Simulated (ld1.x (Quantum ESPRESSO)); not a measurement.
# molybdenum: one change to a TM potential, before and after

* Element: molybdenum (Mo)
* Generator: ld1.x (Quantum ESPRESSO) 7.5
* Type: norm-conserving Troullier–Martins (Kleinman–Bylander form)
* Functional: PBE
* Relativity: scalar-relativistic
* Frozen core: [Ar] 3d10
* Valence charge: 14
* Reference configuration: 4s2 4p6 4d5 5s1 5p0
* Partial waves: 4s (bound): rc 1.10 bohr; 4d (bound): rc 2.10 bohr; 4p (bound): rc 1.25 bohr
* Local potential: the p channel
* Core correction: none

Occupied shells without a wave of their own: 5s. They enter only through the test configuration that unscreens the potential.

Change: local potential the d channel.

Cutoffs: the cutoffs (Ry, on a coarse ladder) from which the occupation-weighted sum of valence levels, in a spherical-Bessel basis at the reference potential, stays within 10 and 1 mRy of its value at 400 Ry; they do not see the model core or the augmentation charge, which bear on the density cutoff. Errors are all-electron minus pseudo energies relative to the spin-unpolarised reference configuration.

Problem. What does the change do?

Solution. The potential gets neither clearly harder nor softer (110 Ry and 180 Ry → 110 Ry and 180 Ry); of the 7 tests that both files solve, the error grows in 6 and shrinks in 0 by more than 15 % and 0.3 meV (median size 15.9 → 32.8 meV); the range in which the p phases agree widens (upper end 1.5 → at the end of the scan); the range in which the d phases agree narrows (upper end at the end of the scan → 3.4); neither file shows a bound ghost.

```tsv
quantity	base	changed
cutoff, loose	110 Ry	110 Ry
cutoff, tight	180 Ry	180 Ry
bound ghosts	none	none
error for 4s2 4p6 4d5 5s0 5p0, meV [ΔE 6.89 eV]	-19	+50
error for 4s2 4p6 4d4 5s0 5p0, meV [ΔE 22.35 eV]	-28	+68
error for 4s2 4p6 4d3 5s0 5p0, meV [ΔE 49.10 eV]	-32	+89
error for 4s2 4p6 4d5 5s0 5p1, meV [ΔE 3.14 eV]	-6.0	+31
error for 4s2 4p6 4d6 5s0 5p0, meV [ΔE 0.76 eV]	-13	+33
error for 4s2 4p6 4d4 5s1 5p1, meV [ΔE 3.74 eV]	+16	-14
error for 4s2 4p6 4d5 5s0.5 5p0, meV [ΔE 2.73 eV]	-8.3	+22
s: phases at 2.30 bohr within 0.05 rad from the reference energy up to (Ry; the scan ends near 5)	to the end of the scan	to the end of the scan
p: phases at 2.30 bohr within 0.05 rad from the reference energy up to (Ry; the scan ends near 5)	1.5	to the end of the scan
d: phases at 2.30 bohr within 0.05 rad from the reference energy up to (Ry; the scan ends near 5)	to the end of the scan	3.4
```
